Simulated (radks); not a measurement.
These are the eigenvalues of the occupied orbitals of an atom or ion with whole-number occupations (hartree). All-electron calculation, non-relativistic Kohn-Sham, Slater X-alpha with alpha = 0.588, spin-polarised, spherical densities, point nucleus. Program: a radial shooting solver on a logarithmic mesh with Libxc functionals.

| orbital | eigenvalue |
|---|---|
| 1s up | -59.33924 |
| 1s down | -59.20878 |
| 2s up | -7.64056 |
| 2s down | -7.40581 |
| 2p up | -6.36633 |
| 2p down | -6.10523 |

Which element is it, and in what charge state? The configuration may be excited. Open shells, if any, are filled with parallel spins first.

Answer. Z = 13, aluminium, charge +5: Al5+ in [He] 2s2 2p4. The list shows which subshells hold electrons but not how many an open one holds; the 1s level, -59.339 hartree, gives Z - s = 10.9 by -(Z - s)^2/2, which with screening narrows Z to a few neighbours, and the depths of the outer levels then fix element, charge and occupations together.
